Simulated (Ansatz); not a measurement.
```yaml
crystal:
  periodic: [false, false, false]
  atoms:
    - {symbol: C, position_ang: [-0.147732, 2.092027, -2.534091]}
    - {symbol: C, position_ang: [-1.252224, 1.176128, -2.025924]}
    - {symbol: C, position_ang: [-1.833019, 0.353233, -3.167565]}
    - {symbol: C, position_ang: [-0.760764, 0.268449, -0.895557]}
    - {symbol: Si, position_ang: [-0.180788, 1.128031, 0.674049]}
    - {symbol: C, position_ang: [-0.026463, -0.107202, 2.084856]}
    - {symbol: C, position_ang: [0.774359, -1.378079, 1.787394]}
    - {symbol: C, position_ang: [0.711227, -2.344082, 2.962556]}
    - {symbol: C, position_ang: [2.220200, -1.064878, 1.429444]}
    - {symbol: H, position_ang: [0.693821, 1.504692, -2.916235]}
    - {symbol: H, position_ang: [-0.507322, 2.726604, -3.347998]}
    - {symbol: H, position_ang: [0.236889, 2.744788, -1.746785]}
    - {symbol: H, position_ang: [-2.055115, 1.808353, -1.624597]}
    - {symbol: H, position_ang: [-2.648959, -0.286683, -2.821561]}
    - {symbol: H, position_ang: [-1.065331, -0.293584, -3.604789]}
    - {symbol: H, position_ang: [-2.221280, 0.994403, -3.963811]}
    - {symbol: H, position_ang: [-1.566130, -0.417111, -0.601763]}
    - {symbol: H, position_ang: [0.051224, -0.370535, -1.267531]}
    - {symbol: H, position_ang: [1.113563, 1.833539, 0.449227]}
    - {symbol: H, position_ang: [-1.179526, 2.170469, 1.056131]}
    - {symbol: H, position_ang: [0.409904, 0.407271, 2.950831]}
    - {symbol: H, position_ang: [-1.046019, -0.379982, 2.384329]}
    - {symbol: H, position_ang: [0.313949, -1.874966, 0.923382]}
    - {symbol: H, position_ang: [-0.321754, -2.602424, 3.209304]}
    - {symbol: H, position_ang: [1.249054, -3.271327, 2.746218]}
    - {symbol: H, position_ang: [1.163601, -1.895692, 3.852930]}
    - {symbol: H, position_ang: [2.716979, -0.544488, 2.254612]}
    - {symbol: H, position_ang: [2.295844, -0.424671, 0.546751]}
    - {symbol: H, position_ang: [2.781917, -1.980183, 1.226693]}
basis:
  gaussian: {orbitals: cc-pVTZ, final_grid: {core_spheres: 5, valence_spheres: 4, degree: 11}}
hamiltonian: {xc: {name: HF}}
correlation: {method: mp2, frozen_orbitals: {C: 9}}
output: {forces: true}
```

```sh
$ ansatz run in.yaml --threads 4 --pin off --events-out ev --progress --plain --max-ram 41984MiB --backend cuda --devices 0, --max-vram 37GiB
```

Task: How does Ansatz answer? (Estimate.)

Result: Computed: The input was rejected before any iteration.
```
Functional definition: HF
Error: "frozen_orbitals" has no count for Si
```
